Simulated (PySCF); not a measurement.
# Bond lengths and vibrations by method: ClFH2NSi

All numbers below are calculated, not measured. The program is PySCF 2.14.0, an open-source quantum chemistry code, run on an isolated molecule that a program drew, which may never have been made. The molecule is ClFH2NSi (charge 0, doublet), drawn as the SMILES string `N[Si](F)Cl`.

The geometry was optimised and harmonic frequencies were computed with HF and MP2, all in the cc-pV(D+d)Z basis, for the commonest isotopes, with a restricted reference for singlets and an unrestricted one otherwise, and a frozen core in MP2. Each result is a local minimum of its method.

Geometry at the HF minimum:
```xyz
6
ClFH2NSi, angstrom
N    -2.0542    0.1406    1.1136
Si   -1.0781   -0.2479   -0.2169
F     0.1210   -1.1521    0.3639
Cl   -2.1808   -1.3542   -1.5714
H    -2.9422    0.5897    0.9966
H    -1.6353    0.3581    1.9987
```

Lengths of the bonds as drawn, in Å (atoms numbered as above):
```
bond,HF,MP2
N1-Si2,1.695,1.719
Si2-F3,1.610,1.631
Si2-Cl4,2.068,2.066
N1-H5,1.002,1.019
N1-H6,1.003,1.020
```

Rotational constants, in GHz:
| constant | HF | MP2 |
|---|---|---|
| A | 7.067 | 6.823 |
| B | 3.385 | 3.398 |
| C | 2.454 | 2.431 |

Harmonic frequencies in cm^-1, each column in rising order, so a row needn't be the same motion in every method:
```
rank,HF,MP2
1,90,135
2,227,208
3,298,290
4,337,346
5,369,444
6,550,544
7,820,792
8,899,851
9,947,910
10,1674,?
11,3778,3581
12,3881,3691
```

**Estimate the missing MP2 frequency from the HF column.**

A single factor s that minimises the squared misfit of MP2 against s times HF over the other rows is sum(HF x MP2) / sum(HF^2) = 0.9519, with an rms misfit of 34 cm^-1. For rank 10 it gives 0.9519 x 1674 = 1593 cm^-1. The calculation gives 1560 cm^-1, 33 cm^-1 below the estimate. The drawn bonds are on average 1.2 % longer in MP2 than in HF.
